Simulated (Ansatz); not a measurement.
Isolated molecules relaxed with PBE0-D4/def2-TZVP in Ansatz; ΔE leaves out vibrations. CCSD(T)/CBS adds triple-zeta CCSD(T) − MP2 to the extrapolated MP2 energy (def2 sets, frozen cores). This one scheme is used for every species. Functionals use def2-TZVPP. B3LYP here is the variant with VWN-RPA as its local correlation; programs differ in this. One conformer a species, not always the lowest.

`N[SiH2][AlH2]` + `N[SiH](N)Cl` → `N[SiH2]N[SiH](N)Cl` + `[AlH3]`  (cleavage of the Si–Al bond)

Problem. Is it downhill or uphill in electronic energy at CCSD(T)/CBS, and by how much? (Estimate.)

Solution. Computed: Downhill: ΔE = -19.7 kcal/mol.

Problem. What do these levels give: r2SCAN-D4, PBE0-D4, B3LYP-D4, ωB97X-V, B3LYP, HF/def2-TZVPP, CCSD/def2-TZVPP, CCSD(T)/def2-TZVPP, MP2/def2-QZVPP, SCS-MP2/def2-QZVPP, HF/CBS(def2), MP2/CBS(def2)? (An estimate is asked.)

Solution. Computed: r2SCAN-D4 -18.6, PBE0-D4 -16.7, B3LYP-D4 -20.1, ωB97X-V -19.3, B3LYP -17.1, HF/def2-TZVPP -20.6, CCSD/def2-TZVPP -19.8, CCSD(T)/def2-TZVPP -20.0, MP2/def2-QZVPP -22.1, SCS-MP2/def2-QZVPP -21.6, HF/CBS(def2) -20.8, MP2/CBS(def2) -21.9 kcal/mol.

Largest T1 diagnostic among the species: 0.011.

The D4 term adds −3.0 kcal/mol with B3LYP and −1.7 kcal/mol with PBE0; it sums over pairs of atoms, weighted by their polarisabilities, and B3LYP, whose exchange is more repulsive, gets the larger term. From PBE to PBE0 (25 % exact exchange), in def2-TZVPP and without D4, ΔE moves by −1.6 kcal/mol.
